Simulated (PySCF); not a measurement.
## MnCl4, broken-symmetry Ms = 3/2: computed properties

These are results of PySCF, UPBE0, basis Mn def2-TZVP, Cl def2-TZVP (no relativity, density fitting), not measurements.

The structure is a higher-order saddle point with 2 imaginary modes (one degenerate set).

Z-matrix (Å, degrees; charge 0 multiplicity 4):
```
Mn
Cl 1 2.2009
Cl 1 2.2009 2 90.00
Cl 1 2.2009 3 90.00 2 180.00
Cl 1 2.2009 2 90.00 3 180.00
```

```
Point group                                                                   : D4h
Bond lengths                                                                  : Mn–Cl 2.201 Å (×4)
Bond angles                                                                   : Cl–Mn–Cl 90.0° (×4), Cl–Mn–Cl 180.0° (×2)
Spin squared ⟨S²⟩                                                             : 4.841
Principal quadrupole moments (Buckingham, traceless) about the centre of mass : -2.10, -2.10, 4.21 D Å
Atomisation energy without zero-point energy                                  : 1048 kJ/mol
Rotational constants                                                          : 0.04976, 0.04976, 0.02488 cm⁻¹
Highest occupied level (α)                                                    : -8.88 eV
Principal polarisabilities                                                    : 46.1, 174.4, 174.4 bohr³
Zero-point energy (real modes)                                                : 10.0 kJ/mol
Dipole moment                                                                 : 0.00 D
Lowest empty level (α)                                                        : -7.13 eV
```

Harmonic modes (masses in u: Mn 54.938, Cl 34.969):
| symmetry | ω (cm⁻¹) | IR (km/mol, summed over degenerate members) |
| --- | --- | --- |
| eu | 133i | – |
| b2u | 51 | 0.0 |
| a2u | 130 | 10.8 |
| b2g | 139 | 0.0 |
| b1g | 282 | 0.0 |
| a1g | 328 | 0.0 |
| eu | 370 | 2.3 |

In D4h the vibrations span 2eu + b2u + a2u + b2g + b1g + a1g. The a1g, b1g, b2g, b2u modes carry no infrared intensity, as symmetry demands. With a centre of inversion only u modes can be infrared active and only g modes Raman active.

Charges (e):
```json
{"atom": "Mn1", "Mulliken": "0.73", "Löwdin": "-0.66", "polar tensor": "-0.63", "spin (Mulliken)": "4.16", "Mayer order to Mn1": "–"}
{"atom": "Cl2,3,4,5", "Mulliken": "-0.18", "Löwdin": "0.17", "polar tensor": "0.16", "spin (Mulliken)": "-0.29", "Mayer order to Mn1": "0.84"}
```

Mulliken populations on Mn1: s 6.48, p 12.48, d 5.31, f 0.00.

The determinant is spin-contaminated (⟨S²⟩ = 4.84, pure value 3.75). This need not be the most stable arrangement of these atoms. Open d and f shells are described by one determinant, and the ground state may have another occupation or spin.

The final relaxation and frequency run took 55 s on 8 threads of a shared AMD EPYC 9R14 (Zen 4) host, with 193 basis functions and 6 gradients; the process peaked at 2.2 GiB. Launch command: `OMP_NUM_THREADS=8 python axn.py task.json out`.
